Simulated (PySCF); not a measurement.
**Ionisation energy of Re⁺ by level of theory**

Re⁺ [Xe] 4f14 5d5 6s1 (7S) → Re²⁺ [Xe] 4f14 5d5 (6S), as a difference of total energies. Computed with PySCF 2.14 in def2-QZVPPD with the def2 core potential (60 electrons) (7s6p4d4f2g, 91 functions), with scalar relativity through the core potential. Correlated levels: valence: 5s2 5p6 frozen. The calculations carry no spin-orbit coupling.

```csv
method,ionisation energy (eV)
UHF,15.673
MP2 (valence),16.288
SCS-MP2 (valence),15.878
CCSD (valence),16.319
CCSD(T) (valence),16.346
```

Task: How much does correlation contribute at CCSD(T) (valence)?

Result: 16.346 − (15.673) = 0.673 eV, measured against UHF.

Errors of the correlated levels include the incompleteness of this basis and the frozen core.

For comparison: 16.6 ± 0.5 eV (semi-empirical (NIST evaluation); NIST Atomic Spectra Database, ionization energies).
